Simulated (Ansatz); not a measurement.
The cluster Ga4O9H6. The state is a singlet with charge 0. Geometry r2SCAN-D4/def2-SVP.

```tsv
atom	x (Å)	y (Å)	z (Å)
Ga1	-0.3990	-0.8686	1.3919
Ga2	0.5361	1.3138	-0.6453
Ga3	-2.1436	1.5933	0.3614
Ga4	1.9499	-0.8732	-0.8515
O5	-0.3979	2.6580	0.2881
O6	-0.6782	-1.7776	-0.4455
O7	0.5677	-2.1526	-1.1136
O8	-1.8219	0.2481	1.4669
O9	-1.2886	0.8406	-1.2586
O10	1.0366	0.0361	0.6480
O11	1.7418	0.7388	-1.8090
O12	-0.0669	-2.0875	2.6359
O13	3.5347	-1.6725	-0.7513
H14	-1.0667	-1.0888	-1.0325
H15	-0.8705	-2.3958	3.0739
H16	-1.5132	1.1144	-2.1609
H17	-3.3627	2.5057	0.1637
H18	4.2407	-1.0993	-1.0773
H19	0.0017	2.9672	1.1156
```

The structure holds one bond between oxygen atoms, so isomers without such links may lie far lower. The structure comes from a short search, and lower isomers may exist.

Task: Estimate the orbital energies around the gap (eV) in Ansatz with HF/STO-3G, PBE-D4/def2-SVP, r2SCAN-D4/def2-SVP, PBE0-D4/def2-SVP.

Result: 
```tsv
orbital	HF/STO-3G	PBE-D4/def2-SVP	r2SCAN-D4/def2-SVP	PBE0-D4/def2-SVP
HOMO−9	-7.56	-7.54	-7.94	-9.22
HOMO−8	-7.50	-7.53	-7.91	-9.18
HOMO−7	-7.32	-7.36	-7.77	-9.07
HOMO−6	-7.29	-7.11	-7.52	-8.80
HOMO−5	-7.05	-7.00	-7.42	-8.72
HOMO−4	-6.77	-6.72	-7.12	-8.43
HOMO−3	-6.69	-6.64	-7.06	-8.38
HOMO−2	-6.57	-6.43	-6.87	-8.20
HOMO−1	-6.25	-6.31	-6.79	-8.15
HOMO	-6.12	-6.20	-6.64	-7.96
LUMO	6.84	-2.48	-2.19	-1.62
LUMO+1	7.79	-1.79	-1.53	-0.57
LUMO+2	8.18	-1.09	-0.66	-0.28
LUMO+3	9.08	-0.89	-0.51	0.14
LUMO+4	9.72	-0.36	0.07	0.69
LUMO+5	10.10	0.19	0.63	1.11
```
